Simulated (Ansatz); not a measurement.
Input file for AlH5N2OSi (`N[SiH]1[NH][Al]1[OH]`):

```yaml
crystal:
  periodic: [false, false, false]
  atoms:
    - {symbol: N, position_ang: [-2.040466, 0.631898, -0.075993]}
    - {symbol: Si, position_ang: [-0.697231, -0.362022, -0.432087]}
    - {symbol: N, position_ang: [0.811259, 0.429419, -0.828304]}
    - {symbol: Al, position_ang: [1.374524, -0.506083, 0.578148]}
    - {symbol: O, position_ang: [2.864828, -0.585840, 1.377493]}
    - {symbol: H, position_ang: [-2.044993, 1.317311, 0.659760]}
    - {symbol: H, position_ang: [-2.965309, 0.399592, -0.396203]}
    - {symbol: H, position_ang: [-1.270612, -1.309051, -1.433391]}
    - {symbol: H, position_ang: [1.012939, 1.071197, -1.583919]}
    - {symbol: H, position_ang: [3.038362, -1.137621, 2.137596]}
basis:
  gaussian: {orbitals: def2-TZVPP}
correlation: {method: ccsd_t}
```

```sh
$ ansatz run in.yaml --threads 4 --pin off --events-out ev --progress --plain --max-ram 10444MiB
```

The program prints (abridged):

```
Functional definition: HF
1475 factors; integrals over basis functions are off by at most 8.6e-4 eV
mean field evaluation 1: about -19522.2473 eV, gradient 6.3e1 eV
mean field evaluation 2: about -19522.4651 eV, gradient 6.3e1 eV
mean field evaluation 4: about -19530.2809 eV, gradient 4.4e0 eV
mean field evaluation 8: about -19530.4061 eV, gradient 4.7e-1 eV
mean field evaluation 16: about -19530.4078 eV, gradient 1.8e-6 eV
mean field -19530.40784719 eV, -717.7292501982 hartree, gradient 1.8e-6 eV, S^2 0.000000; 0 other end points of the search recorded, 0 dependent functions left out
13 core orbitals not correlated: weight in the atoms' cores, before any rotation towards them, 1.000 or more for the frozen orbitals, at most 0.000 for the correlated occupied ones
reference -19530.40784719 eV, -717.7292501982 hartree; 14, 14 occupied and 220, 220 virtual orbitals, 1475 factors
second order -23.30364440 eV of doubles, -0.00000000 eV of singles
cycle   1  -23.35050343 eV  change   -4.7e-2 eV  update   1.1e-1
cycle   2  -23.89744986 eV  change   -5.5e-1 eV  update   3.4e-2
cycle   3  -24.03654018 eV  change   -1.4e-1 eV  update   1.9e-2
cycle   4  -24.01975706 eV  change    1.7e-2 eV  update   4.9e-3
cycle   5  -24.01766545 eV  change    2.1e-3 eV  update   2.5e-3
cycle   6  -24.01869924 eV  change   -1.0e-3 eV  update   8.7e-4
cycle   7  -24.01830673 eV  change    3.9e-4 eV  update   3.4e-4
cycle   8  -24.01814160 eV  change    1.7e-4 eV  update   1.2e-4
cycle   9  -24.01818400 eV  change   -4.2e-5 eV  update   4.8e-5
cycle  10  -24.01819091 eV  change   -6.9e-6 eV  update   1.7e-5
perturbative correction -0.99277837 eV, -0.0364839320 hartree
Total energy: -19555.41881646 eV, -718.6483863661 hartree
```

Run time 2.4 min (4 threads of an Arm Neoverse V1 on a shared host); peak host memory 4.9 GiB.

Correlation energy per correlated electron: -0.893 eV. T1 diagnostic: 0.0139.
